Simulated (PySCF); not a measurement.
C3H2BrF. Atoms are numbered in the order given.

```xyz
7

C     -0.8173     2.7734     0.0000
C     -0.1385     1.6562     0.0000
C      0.5179     0.5271     0.0000
F      1.8385     0.4339     0.0000
Br    -0.3341    -1.1477     0.0000
H     -1.1130     3.2621    -0.9361
H     -1.1130     3.2621     0.9361
```

The structure is a stationary point at PBE0-D3(BJ)/def2-SVP.

Calculation: SMD-M06-2X/def2-SVP (PySCF).

Solvation free energies are E(SMD) − E(gas) at the gas-phase geometry, for 1 M in both phases. Bromine has the revised SMD18 radius of 2.60 Å. In vacuum the dipole moment is 2.00 D.

```
solvent          ΔG(solv) (kcal/mol)  its non-electrostatic (CDS) part  dipole (D)
---------------  -------------------  --------------------------------  ----------
water                            0.5                               3.2        2.88
dichloromethane                 -3.9                              -1.6        2.74
benzene                         -3.2                              -1.9        2.39
```
